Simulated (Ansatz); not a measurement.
A geometry relaxed with B3LYP-D3(BJ)/def2-TZVP (Ansatz, an electronic-structure program), charge 0, multiplicity 1:

```xyz
5

Cl     2.0463     0.1707    -0.0467
F     -0.6173    -0.9920    -1.2721
F     -0.5794    -0.6970     1.4703
Ge    -0.0481    -0.0040     0.0011
F     -0.8015     1.5224    -0.1526
```

Task: Write the SMILES of this molecule.

Result: `[F][Ge]([F])([F])[Cl]`
